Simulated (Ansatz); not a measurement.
C2H9AlSi (`C[SiH](C)[AlH2]`), relaxed with RKS PBE0-D4/def2-TZVP in Ansatz from a PBE-D4/def2-SVP geometry. The force threshold is 0.005 eV/Å; the program also tests the step.

The species carries charge 0 and has multiplicity 1.

Start:

```xyz
13

C    -0.199    1.352    1.212
Si    0.401   -0.157    0.217
C    -0.886   -1.559    0.318
Al    1.002    0.406   -2.111
H     0.559    2.160    1.206
H    -1.136    1.763    0.785
H    -0.397    1.072    2.268
H     1.673   -0.664    0.873
H    -1.073   -1.837    1.376
H    -1.853   -1.248   -0.128
H    -0.538   -2.464   -0.219
H     1.195   -0.750   -3.216
H     1.252    1.926   -2.582
```

```
step  energy (eV)  largest force (eV/Å)  largest move (Å)
   1  -16687.4635                 0.528             0.000
   2  -16687.5010                 0.145             0.024
   3  -16687.5044                 0.028             0.013
   4  -16687.5045                 0.013             0.009
   5  -16687.5047                 0.003             0.028
   6  -16687.5049                 0.026             0.075
   7  -16687.5051                 0.021             0.016
   8  -16687.5052                 0.020             0.060
   9  -16687.5053                 0.020             0.027
  10  -16687.5054                 0.014             0.025
  11  -16687.5054                 0.012             0.023
  12  -16687.5054                 0.008             0.005
  13  -16687.5054                 0.005             0.001
  14  -16687.5054                 0.001             0.000
```

End:

```xyz
13

C    -0.228    1.340    1.191
Si    0.393   -0.150    0.219
C    -0.854   -1.558    0.331
Al    1.001    0.407   -2.102
H     0.500    2.154    1.174
H    -1.163    1.720    0.772
H    -0.412    1.071    2.234
H     1.660   -0.618    0.875
H    -1.038   -1.828    1.374
H    -1.810   -1.273   -0.116
H    -0.493   -2.447   -0.191
H     0.948   -0.687   -3.260
H     1.496    1.869   -2.503
```

Hardware: 4 threads of a server CPU on a shared host. Wall time 51 s, peak host memory 0.51 GiB.
